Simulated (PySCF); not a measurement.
Species: C4H11FGe.
SMILES with atom numbers: `[CH3:1][C:2]([CH3:3])([CH3:4])[GeH2:5][F:6]` (hydrogens: H7, H8, H9 on C1; H10, H11, H12 on C3; H13, H14, H15 on C4; H16, H17 on Ge5)

Cartesian coordinates in Å at the PBE0-D3(BJ)/def2-SVP level; atoms count from 1:
```xyz
17
C4H11FGe angstrom
C     -1.1436    1.0656    0.1421
C     -0.1294   -0.0739    0.0405
C      0.1955   -0.6239    1.4293
C     -0.6524   -1.1826   -0.8717
Ge     1.5242    0.6461   -0.7405
F      2.0299    1.9568    0.3087
H     -2.0781    0.7040    0.6061
H     -1.4015    1.4744   -0.8481
H     -0.7592    1.8925    0.7591
H      0.9156   -1.4566    1.3827
H     -0.7212   -1.0041    1.9138
H      0.6207    0.1543    2.0821
H     -1.5833   -1.6085   -0.4571
H      0.0669   -2.0125   -0.9711
H     -0.8860   -0.8115   -1.8829
H      1.3065    1.2764   -2.1304
H      2.6842   -0.3690   -0.7352
```

Level of theory: core-valence-separated Tamm–Dancoff BHandHLYP/aug-pcX-1 (pcseg-1 on H, def2-SVPD on Ge) in PySCF, non-relativistic, gas phase, PBE0-D3(BJ)/def2-SVP geometry. BHandHLYP without relativity tends to put these K edges a few eV too low, so spacings mean more than positions.

The lowest roots of each edge with f over 0.003 (five at most, numbered afresh; weaker and dark ones are left out), with transition dipoles (au) in the frame of the coordinates:

| root | edge | E (eV) | f | μx | μy | μz |
| --- | --- | --- | --- | --- | --- | --- |
| 1 | C | 285.41 | 0.0084 | -0.0061 | -0.0247 | -0.0236 |
| 2 | C | 285.50 | 0.0102 | -0.0326 | 0.0198 | -0.0014 |
| 3 | C | 285.50 | 0.0116 | -0.0057 | 0.0246 | -0.0320 |
| 4 | C | 285.95 | 0.0377 | -0.0619 | -0.0270 | 0.0288 |
| 5 | C | 286.12 | 0.0208 | -0.0221 | 0.0456 | 0.0197 |
| 6 | F | 683.38 | 0.0205 | -0.0083 | -0.0258 | -0.0222 |
| 7 | F | 685.63 | 0.0046 | 0.0047 | -0.0076 | -0.0139 |
| 8 | F | 686.02 | 0.0076 | 0.0176 | 0.0108 | -0.0050 |
| 9 | F | 686.45 | 0.0076 | -0.0115 | 0.0137 | -0.0116 |
| 10 | F | 686.84 | 0.0034 | -0.0023 | -0.0100 | -0.0097 |

Q: Molecules are fixed in this frame and the field points along (1, 0, −1)/√2. What effective strengths 3 f cos²θ do the roots have (θ between field and μ)?

A: root 1 (C4): 0.003, root 2 (C1/C3): 0.010, root 3 (C1/C3): 0.007, root 4 (C2): 0.086, root 5 (C1/C3): 0.018, root 6 (F6): 0.005, root 7 (F6): 0.009, root 8 (F6): 0.013, root 9 (F6): 0.000, root 10 (F6): 0.001. Root 4 is the strongest. Averaged over all orientations cos²θ is 1/3, which gives f back. For degenerate partners only the sum has meaning, as the program may mix them freely.

 Relativistic effects, spin–orbit coupling among them, are left out although an element past zinc is present.
